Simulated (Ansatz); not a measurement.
Computed with Ansatz.

A structure relaxed at PBE0-D4/def2-TZVP, charge 0, multiplicity 1:

```xyz
11

F     0.0522    0.1602    2.2943
Si    0.7376    0.3260    0.8627
Si    0.4837   -1.6782   -0.3311
O     0.0020    1.6109    0.0912
C    -1.1838    1.5974   -0.5173
S    -1.8581    2.8747   -1.2147
H     2.1271    0.7829    1.0652
H    -0.9530   -2.0468   -0.4240
H     1.2289   -2.7497    0.3782
H     1.0412   -1.4964   -1.6962
H    -1.6778    0.6190   -0.5083
```

Problem. Give its formula and SMILES.

Solution. CH5FOSSi2, `F[SiH]([SiH3])OC=S`.

Problem. Summarise the bond lengths by kind.

Solution. 1 × F–Si 1.596 Å; 1 × Si–Si 2.347 Å; 1 × O–Si 1.670 Å; 4 × H–Si 1.477 to 1.486 Å; 1 × C–O 1.333 Å; 1 × C–S 1.604 Å; 1 × C–H 1.096 Å.
